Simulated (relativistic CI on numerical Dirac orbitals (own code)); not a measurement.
**V4+ in a cubic cluster: 2p photoemission with charge transfer**

Computed with a charge-transfer multiplet model of a cubic metal-ligand cluster with up to 2 ligand holes, Slater and spin-orbit integrals from Dirac-Coulomb-Breit ions, Slater integrals scaled by 0.9. The ground state mixes d1 with configurations of k ligand holes L, whose averages lie at kΔ + k(k − 1)U_dd/2; a core hole lowers each added d electron by U_cd. 20 K, Lorentzian 0.6 eV and Gaussian 0.8 eV FWHM.

Atomic integrals in eV (Slater integrals scaled, ζ unscaled), ground: F2dd 9.064, F4dd 5.680, zeta_d 0.029; with the core hole: F2dd 9.064, F4dd 5.680, zeta_d 0.047, zeta_core 4.606, F2cd 6.737, G1cd 5.189, G3cd 2.951. Where a configuration has fewer than two d electrons, the dd integrals are those of d2.

Cluster parameters (eV): Δ = 2.5, U_dd = 4.4, 10Dq = 1.1, 10Dq(ligand) = 1.5, V(eg) = 3.6, V(t2g) = -1.54, final-state hopping factor = 0.8.

```tsv
Case	n_d	d1	d2L	d3L2	S
U_cd = 3.3 eV	1.83	0.33	0.51	0.16	0.50
U_cd = 3.9 eV	1.83	0.33	0.51	0.16	0.50
U_cd = 5.1 eV	1.83	0.33	0.51	0.16	0.50
```

Weights, n_d and S are thermal averages at 20 K. Binding energies count from the first peak over 30 % of the highest in each spectrum, which can be another peak from case to case. The parameters are a model scan and need not match a compound or its usual spin state. Peaks in eV (height, largest 100):
- U_cd = 3.3 eV: 0.0 (100), 3.9 (11), 7.3 (34), 10.9 (9)
- U_cd = 3.9 eV: 0.0 (100), 4.0 (11), 7.3 (33), 11.0 (10)
- U_cd = 5.1 eV: 0.0 (100), 7.3 (32), 8.3 (29), 11.2 (11)

For the case U_cd = 5.1 eV, Δ = 2.5 eV is smaller than U_dd = 4.4 eV, the charge-transfer side of the Zaanen-Sawatzky-Allen scheme. With the core hole the configuration with one ligand hole lies at Δ − U_cd = -0.8, -1.4, -2.6 eV from the one without, in the order of the table; where this is negative the screened configuration lies lower, though the effective hopping of about 5.9 eV (from the holes of the mixed ground state) mixes the two strongly wherever it is as large as the gap.

With at most 2 ligand holes the space is cut while the next configuration still counts, so covalency is underestimated, and a final configuration with one more ligand hole, which can lie low, is missing from the spectra.
